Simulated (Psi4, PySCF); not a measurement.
Here is a job for PySCF.
```python
from pyscf import gto, scf, dft

mol = gto.M(
    atom='''
Zn    0.262868    0.914457    0.506461
Cl    0.725505   -0.586050   -1.342536
Cl   -1.189390   -1.027697    0.448781
''',
    basis='6-31g*',
    charge=0,
    spin=2,
    verbose=4,
)

mf = dft.UKS(mol)
mf.xc = 'wb97x'
mf.grids.atom_grid = (99, 590)
mf.grids.prune = None
mf.kernel()
```

Task: Give the equivalent Psi4 input.

Result: This is not unique; one that fits is 
```
memory 2 GB

molecule {
0 3
Zn    0.26286815    0.91445661    0.50646119
Cl    0.72550465   -0.58604969   -1.34253574
Cl   -1.18938961   -1.02769727    0.44878070
}

set {
  basis 6-31g*
  reference uks
  scf_type pk
  puream true
  d_convergence 1e-8
  dft_radial_points 99
  dft_spherical_points 590
}

energy('wb97x')
print_variables()
```

Both were run: PySCF gave -2699.412564 Eh and Psi4 -2699.412519 Eh, 0.045 mEh apart.
